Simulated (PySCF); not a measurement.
Compound: C6H13N2 (charge +1).
SMILES: `C[N+](C)(C)C=C=CN`

Method: PBE0-D3(BJ)/def2-SVP geometry optimisation, gas phase (PySCF 2.14.0).

Masses are those of the commonest isotopes; rigid-rotor values at the optimised geometry. 

Question: Give the principal moments of inertia and the rotational constants in MHz.

Answer: Ia = 118.02, Ib = 520.28, Ic = 528.09 u·Å²; 505379 MHz·u·Å²/I gives A = 4282, B = 971.4, C = 957.0 MHz.

Question: Classify the top.

Answer: A near-prolate asymmetric top: κ = (2 × 971.4 − 4282 − 957.0)/(4282 − 957.0) = -0.99.

Question: Is it planar, by Δ = Ic − Ia − Ib?

Answer: Not planar: Δ = Ic − Ia − Ib = -110.22 u·Å². For a rigid frame Δ = −2 Σ m c², so Σ m c² = 55.11 u·Å² lies off the ab plane: 18.10 from hydrogen and 37.01 from heavier atoms. The atom farthest from that plane is 1.95 Å away.

Question: Give the other two planar moments, Paa and Pbb, and the rms extents of the mass along the axes.

Answer: Paa = Σ m a² = (Ib + Ic − Ia)/2 = 465.17 and Pbb = Σ m b² = (Ia + Ic − Ib)/2 = 62.91 u·Å². With the mass M = 113.11 u, the rms extents √(P/M) along a, b and c are 2.03, 0.75, 0.70 Å.

Question: Give the coordinates in the principal-axis frame, origin at the centre of mass.

Answer: The sense of each axis is arbitrary; atoms in the order of the calculation.
```csv
atom,mass (u),a (Å),b (Å),c (Å)
C1,12.000,-2.248,-1.134,-0.046
N2,14.003,-1.332,0.042,0.019
C3,12.000,-1.976,1.217,-0.636
C4,12.000,-1.032,0.362,1.438
C5,12.000,-0.080,-0.299,-0.749
C6,12.000,1.103,-0.312,-0.213
C7,12.000,2.399,-0.477,0.057
N8,14.003,3.387,0.431,0.016
H9,1.008,-1.762,-1.984,0.446
H10,1.008,-3.190,-0.886,0.458
H11,1.008,-2.442,-1.378,-1.098
H12,1.008,-2.173,0.977,-1.688
H13,1.008,-2.919,1.445,-0.124
H14,1.008,-1.292,2.071,-0.574
H15,1.008,-1.975,0.599,1.947
H16,1.008,-0.550,-0.503,1.905
H17,1.008,-0.351,1.219,1.474
H18,1.008,-0.331,-0.527,-1.793
H19,1.008,2.699,-1.476,0.401
H20,1.008,4.330,0.167,0.262
H21,1.008,3.237,1.366,-0.337
```

Question: Which lines would a microwave search look for?

Answer: The dipole components (about the centre of mass, as the species is charged) are |μa| = 0.86 D, |μb| = 0.71 D, |μc| = 0.45 D. The squared components, which scale the intensities, stand as 1.00 : 0.68 : 0.27 (a : b : c). Some lines, for components of 0.1 D or more:

```csv
type,branch,"J(Ka,Kc)",MHz,lower level (cm⁻¹)
b,R,"2(0,2) ← 1(1,1)",546,0.175
a,R,"1(0,1) ← 0(0,0)",1928,0.000
c,Q,"2(1,2) ← 2(0,2)",3296,0.193
c,Q,"1(1,1) ← 1(0,1)",3311,0.064
b,Q,"1(1,0) ← 1(0,1)",3325,0.064
b,Q,"2(1,1) ← 2(0,2)",3339,0.193
a,R,"2(1,2) ← 1(1,1)",3842,0.175
a,R,"2(0,2) ← 1(0,1)",3857,0.064
a,R,"2(1,1) ← 1(1,0)",3871,0.175
b,R,"1(1,1) ← 0(0,0)",5239,0.000
c,R,"1(1,0) ← 0(0,0)",5253,0.000
b,R,"2(1,2) ← 1(0,1)",7153,0.064
c,R,"2(1,1) ← 1(0,1)",7196,0.064
c,Q,"2(2,1) ← 2(1,1)",9932,0.304
b,Q,"2(2,0) ← 2(1,1)",9932,0.304
b,Q,"2(2,1) ← 2(1,2)",9975,0.303
b,R,"2(2,1) ← 1(1,0)",13803,0.175
c,R,"2(2,0) ← 1(1,0)",13803,0.175
c,R,"2(2,1) ← 1(1,1)",13817,0.175
b,R,"2(2,0) ← 1(1,1)",13817,0.175
```

Whether it is a minimum is left open (no frequencies). No vibrational averaging or centrifugal distortion is included, and the geometry carries the error of its method. A rigid rotor knows nothing of internal rotation, which can split or shift real lines. Quadrupole hyperfine structure (14N) is left out.

The run took 2.4 min wall on AMD EPYC 7R13, one thread, on a shared host, and the process peaked at 0.81 GiB of memory. These figures are those of the optimisation.

Conformer computed: `[CH3:1][N+:2]([CH3:3])([CH3:4])[CH:5]=[C:6]=[CH:7][NH2:8]`: C1–N2–C5–C6 -120°, H–N8–C7–C6 179°, H–N8–C7–C6 -7°.
